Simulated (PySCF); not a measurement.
B₂Cl₃, SMILES Cl[B]B(Cl)Cl, multiplicity 2. Atoms are numbered in the order given.

```xyz
5

Cl     0.0000     0.0000     2.7265
B      0.0000     0.0000     1.0391
B      0.0000     0.0000    -0.5566
Cl     0.0000    -1.5424    -1.4342
Cl     0.0000     1.5424    -1.4342
```
Charge 0, spin multiplicity 2.

Coordinates come from a B3LYP-D3(BJ)/def2-SVP optimisation. The isomer is the one that the SMILES or the coordinates give; other isomers of the formula were not compared. The values are those of a single conformer.

All values below come from PBE/def2-TZVP (PySCF).

The molecule is in vacuum.

Computed frontier levels, dipole moment and polarisability:
| Property | Value |
|---|---|
| α spin, highest occupied and lowest empty level | -4.92 and -3.46 eV |
| β spin, highest occupied and lowest empty level | -7.59 and -3.77 eV |
| dipole moment | 2.56 D |
| quadrupole, principal values (traceless, Buckingham form, about the centre of nuclear charge) | -1.91, -1.88, 3.79 D·Å |
| mean static polarisability | 72.6 bohr³ (10.76 Å³) |
| polarisability, principal values | 45.1, 69.8, 103.0 bohr³ |
| ⟨S²⟩ | 0.753 (pure state 0.75) |
